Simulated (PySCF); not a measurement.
GeH3, SMILES [GeH3], multiplicity 2. The structure is a stationary point at ωB97X-D3(BJ)/def2-TZVPD. The isomer is the one that the SMILES or the coordinates give; other isomers of the formula were not compared.

Computed equilibrium geometry at ωB97X-D3(BJ)/def2-TZVPD (PySCF confirms it by a frequency run) as bond lengths and angles, and its point group:
point group C3v.
Atoms: Ge1 H2 H3 H4. Bonded distances (Å): Ge1–H2 1.537, Ge1–H3 1.537, Ge1–H4 1.537. Angles (°): H2–Ge1–H3 110.9, H2–Ge1–H4 110.9, H3–Ge1–H4 110.9.
Charge 0, spin multiplicity 2.
